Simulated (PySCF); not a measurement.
**GeO(OH)₂ + H₂O → GeH₄ + 2 O₂**

Level: PBE0 in the def2-TZVP basis family, all electrons, no relativity, computed in PySCF with density fitting; open shells unrestricted.

| species | state and structure | E (Eh) | ZPE (kJ/mol) | H(298 K) − H(0) (kJ/mol) | S° (J/(mol K)) |
| --- | --- | --- | --- | --- | --- |
| GeO(OH)₂ | singlet, C2v, Ge–O 1.631 Å, Ge–O 1.742 Å (×2), O–H 0.963 Å (×2); Ge–O–H 110.9° (×2), O–Ge–O 101.7°, O–Ge–O 129.1° (×2) | -2303.50870 | 81.7 | 16.4 | 303.1 |
| H₂O | singlet, C2v, O–H 0.960 Å (×2); H–O–H 105.1° | -76.37736 | 56.5 | 9.9 | 188.7 |
| GeH₄ | singlet, Td, Ge–H 1.534 Å (×4) | -2079.11846 | 77.8 | 10.7 | 217.5 |
| O₂ | triplet, D∞h, O–O 1.193 Å | -150.23561 | 10.3 | 8.7 | 204.9 |

(1) What is the electronic reaction energy?

(2) Add zero-point, thermal and entropy terms for 298.15 K and 1 bar.

Results:

(1) At PBE0/def2-TZVP, ΔE = 778.1 kJ/mol from the differences of the total energies times 2625.5, uphill. 

(2) ΔZPE = -39.8 and Δ[H(298) − H(0)] = 1.8 kJ/mol give ΔH° = 740.1 kJ/mol. ΔS° = 135.5 J/(mol K), so ΔG° = 740.1 − 298.15 × (0.1355) = 700 kJ/mol.

Only the bonding shown was studied: isomers, or loss of a ligand pair, can lie lower.
